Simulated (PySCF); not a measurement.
Working out the ionisation energy of Cr²⁺

Cr²⁺ [Ar] 3d4 (5D) → Cr³⁺ [Ar] 3d3 (4F). All numbers are calculated (PySCF 2.14, scalar relativity by spin-free X2C-1e, in jorge-DZP-DKH (8s6p2d1f, 43 functions)). Frozen: [Ar]. Energies in hartree (1 hartree = 27.21139 eV):

```json
{"part": "UHF", "Cr²⁺ (lower)": "-1048.838552", "Cr³⁺ (upper)": "-1047.738335"}
{"part": "MP2 opposite-spin", "Cr²⁺ (lower)": "0.000000", "Cr³⁺ (upper)": "0.000000"}
{"part": "MP2 same-spin", "Cr²⁺ (lower)": "-0.020781", "Cr³⁺ (upper)": "-0.007136"}
```

Task: What does Hartree-Fock give?

Result: (-1047.738335) − (-1048.838552) = 1.100217 hartree = 29.938 eV.

Task: What do MP2 and SCS-MP2 (6/5 opposite-spin, 1/3 same-spin) give?

Result: The opposite-spin parts differ by 0.000 eV and the same-spin parts by 0.371 eV. MP2: 29.938 + (0.000) + (0.371) = 30.309 eV. SCS-MP2: 29.938 + 1.2 × (0.000) + (0.371)/3 = 30.062 eV.

Reference: 30.959 ± 0.025 eV (measured; NIST Atomic Spectra Database, ionization energies), between the lowest levels; spin-orbit coupling is absent from the calculation.

A double-zeta basis recovers only part of the correlation energy.

What remains against the reference includes basis incompleteness, the frozen core and correlation beyond second order.
